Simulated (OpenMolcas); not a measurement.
**Ni3+: ligand-field states by method**

Ni3+ with 4 ligands (ammonia) in square-planar coordination (Ci) at 1.8 Å. Ligand basis ANO-RCC-VDZP.
```
Ni    0.0000    0.0000    0.0000
N     1.8000    0.0000    0.0000
H     2.1821    0.9457    0.0000
H     2.1821   -0.4729    0.8190
H     2.1821   -0.4729   -0.8190
N     0.0000    1.8000    0.0000
H     0.0000    2.1821    0.9457
H     0.8190    2.1821   -0.4729
H    -0.8190    2.1821   -0.4729
N    -1.8000    0.0000    0.0000
H    -2.1821   -0.9457    0.0000
H    -2.1821    0.4729   -0.8190
H    -2.1821    0.4729    0.8190
N     0.0000   -1.8000    0.0000
H     0.0000   -2.1821   -0.9457
H    -0.8190   -2.1821    0.4729
H     0.8190   -2.1821    0.4729
```

```json
{
 "Program": "OpenMolcas",
 "Basis": "ANO-RCC-VTZP [6s5p3d2f1g]",
 "Scalar Hamiltonian": "DKH2, point nucleus",
 "Active space": "7 electrons in 5 orbitals (3d)",
 "State averaging": "2S+1 = 4 even, 10 roots; 2S+1 = 2 even, 40 roots",
 "Spin-orbit coupling": "RASSI with atomic mean-field integrals over the reference wave functions"
}
```

I. CASSCF
II. SS-CASPT2, IPEA 0.25 Eh, imaginary shift 0.2 Eh (closed shells correlated: 3s 3p and the ligand valence shells)

Spin-free states in cm-1, each column counted from its own energy of the first state listed:

| State | Degeneracy | I | II |
| --- | --- | --- | --- |
| 2S+1 = 2 | 1 | 0 | 0 |
| 2S+1 = 2 | 1 | 2539 | 3700 |
| 2S+1 = 2 | 1 | 2688 | 3920 |
| 2S+1 = 4 | 1 | 9309 | 30910 |
| 2S+1 = 4 | 1 | 9583 | 31690 |
| 2S+1 = 4 | 1 | 9887 | 32140 |
| 2S+1 = 4 | 1 | 11502 | 34100 |
| 2S+1 = 2 | 1 | 12361 | 11540 |
| 2S+1 = 4 | 1 | 21691 | 41630 |
| 2S+1 = 4 | 1 | 21693 | 41620 |
| 2S+1 = 2 | 1 | 26239 | 40170 |
| 2S+1 = 2 | 1 | 27663 | 42040 |
| 2S+1 = 2 | 1 | 27951 | 42480 |
| 2S+1 = 2 | 1 | 32228 | 47500 |
| 2S+1 = 2 | 1 | 33020 | 45000 |
| 2S+1 = 2 | 1 | 33097 | 47540 |
| 2S+1 = 2 | 1 | 33353 | 48620 |
| 2S+1 = 2 | 1 | 34226 | 45370 |
| 2S+1 = 2 | 1 | 34682 | 50840 |
| 2S+1 = 2 | 1 | 39432 | 53540 |

From I to II, I's first state of the same spin (2S+1 = 2) moves from 2539 to 3700 cm-1, by about +1200 cm-1.

From I to II, I's first state of another spin (2S+1 = 4) moves from 9309 to 30910 cm-1, by about +22000 cm-1.

χT at 300 K: I 0.80, II 0.69 cm3 K/mol.

Over all roots computed the reference weight is 0.73 to 0.77 in II; a low but even weight reflects the number of correlated electrons. The least metal-like active orbital is 70 % on the metal (Löwdin) and no ligand orbital is active, so the numbers are rough. Ligand-to-metal charge-transfer states are missing. With no ligand orbital active B as a rule stays too high, so bands that hang on it stand too high and its fall with covalency is understated. Without dynamic correlation the repulsion within the d shell is too large (B by tens of per cent), so at a given field states of lower spin stand too high (holds for I). This shell can be high or low spin here, a state of another spin lies low, and with metal d orbitals alone active their balance is uncertain, so the ground spin may be wrong, although the usual error favours high spin (holds for I). With metal d orbitals alone the field can be off either way by tens of per cent (holds for I). A single d shell leaves out the double-shell effect, which counts most for late 3d ions, where the CASPT2 field can be off either way by tens of per cent (holds for II). The distance lies 3 % under the 1.85 Å that this model takes as the normal distance (a Shannon-type radius plus a fixed donor radius); by an R⁻⁵ law this alone changes a d-shell field by about +15 %. No measured value stands beside these numbers; the geometry is a model, was not optimised and need not be the one that this ion takes.

A state without a sure symmetry label is named by its multiplicity alone.
